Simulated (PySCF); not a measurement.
## Correlation energy of Rb²⁵⁺ (rubidium, charge +25)

[Ne] 3s2, closed-shell 1S. All numbers are calculated (PySCF 2.14, scalar relativity by spin-free X2C-1e, in an even-tempered Gaussian basis (18 s from 3.1 bohr⁻², ratio 2.5; 11 p from 4.1 bohr⁻², ratio 2.5; 5 d from 16 bohr⁻², ratio 2.7; 4 f from 23 bohr⁻², ratio 2.7)). Frozen: 1s2; 10 electrons correlated; the 19 highest virtual orbitals of each spin left out.

MP2 pair energies summed by pair of shells (mhartree):

| pair | energy | share (%) |
| --- | --- | --- |
| 2p-2p | -211.75 | 49.5 |
| 3s-3s | -83.09 | 19.4 |
| 2s-2p | -60.30 | 14.1 |
| 2p-3s | -53.74 | 12.6 |
| 2s-2s | -10.62 | 2.5 |
| 2s-3s | -8.31 | 1.9 |

Total MP2 correlation energy: -427.81 mhartree.

MP2 falls well short for the outer s pair, which is nearly degenerate with np².

At this charge the one-electron X2C treatment keeps the bare 1/r₁₂, with no two-electron picture change or Breit term. The effect here is smaller than on the frozen 1s shell; and a scalar Hamiltonian misses the large spin-orbit splitting of the p shells, which matters for ns² → np² pairs.
